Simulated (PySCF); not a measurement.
Computed IR spectrum (relative IR intensity) of a molecule C₂H₈N₂Si. The structure is a stationary point at B3LYP-D3(BJ)/def2-SVP. Other conformers were not sampled. Method: B3LYP-D3(BJ)/def2-SVP run with PySCF. Frequencies are harmonic and unscaled.

ν (cm⁻¹): 230 (w), 313 (w), 414 (m), 455 (s), 568 (m), 726 (m), 787 (w), 841 (w), 851 (w), 911 (m), 925 (vs), 935 (m), 972 (m), 1127 (w), 1365 (vw), 1404 (vw), 1435 (w), 1449 (vw), 1549 (w), 1771 (vs), 2175 (s), 2244 (s), 2899 (m), 3019 (vw), 3086 (vw), 3148 (vw), 3560 (w), 3650 (w) (against the strongest line: vs over 80 %, s over 45 %, m over 15 %, w over 4 %, vw less)

Q: Which structure fits?
A) C/C=N/[SiH2]N
B) C1CN[SiH2]N1
C) C=C[SiH](N)N
D) C/N=C/[SiH2]N

A: A, C/C=N/[SiH2]N
